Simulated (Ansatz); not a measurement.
Geometry optimisation, RKS B3LYP/def2-SVP (Ansatz).

The input (input.yaml):

```yaml
crystal:
  periodic: [false, false, false]
  atoms:
    - { symbol: Sn, position_ang: [0.50682, 0.126658, -0.081758] }
    - { symbol: Cl, position_ang: [0.279824, -0.216992, 2.290572] }
    - { symbol: H, position_ang: [2.214304, 0.150682, -0.297574] }
    - { symbol: H, position_ang: [-0.196195, 1.637335, -0.453704] }
    - { symbol: H, position_ang: [-0.177669, -1.227902, -0.869017] }
    - { symbol: O, position_ang: [-2.555508, 0.052429, 0.697533] }
    - { symbol: Si, position_ang: [-3.762777, -1.000485, 0.210608] }
    - { symbol: H, position_ang: [-3.251449, -2.390469, 0.019193] }
    - { symbol: H, position_ang: [-4.883768, -1.047049, 1.197265] }
    - { symbol: H, position_ang: [-4.25725, -0.473391, -1.088818] }
    - { symbol: H, position_ang: [-2.188333, -0.043616, 1.605899] }
basis:
  gaussian: { orbitals: def2-SVP }
hamiltonian:
  xc: b3lyp
relax:
  f_tol: 0.03
  max_steps: 50
```

Launched with:

```bash
$ ansatz run input.yaml --threads 4 --pin off --max-ram 5120MiB --backend cpu --events-out ev --progress --plain --runs-dir out
```

Q: Where does it end, and by what steps?

A: The run converged. After 10 steps the energy has fallen by 0.028 eV; H5 moved furthest, 0.33 Å.

| step | energy less start (eV) | largest force component (eV/Å) | accepted |
| --- | --- | --- | --- |
| 0 | 0.0000 | 0.695 | yes |
| 1 | -0.0094 | 0.252 | yes |
| 2 | -0.0172 | 0.146 | yes |
| 3 | -0.0201 | 0.065 | yes |
| 4 | -0.0223 | 0.056 | yes |
| 5 | -0.0218 | 0.134 | no |
| 6 | -0.0237 | 0.041 | yes |
| 7 | -0.0270 | 0.048 | yes |
| 8 | -0.0271 | 0.054 | yes |
| 9 | -0.0277 | 0.057 | yes |
| 10 | -0.0282 | 0.022 | yes |

```xyz
11
Properties=species:S:1:pos:R:3
Sn 0.664 0.202 -0.092
Cl 0.101 -0.304 2.194
H 2.381 0.247 -0.074
H -0.009 1.732 -0.438
H 0.075 -1.092 -1.039
O -2.582 -0.039 0.526
Si -3.900 -1.037 0.273
H -3.506 -2.476 0.170
H -4.906 -0.912 1.372
H -4.512 -0.602 -1.011
H -2.079 -0.153 1.350
```

Whether the end is a true minimum wasn't checked by a vibrational analysis.

Run time: 19 s on 4 threads of Arm Neoverse V2 (shared host), peak memory 0.28 GiB.
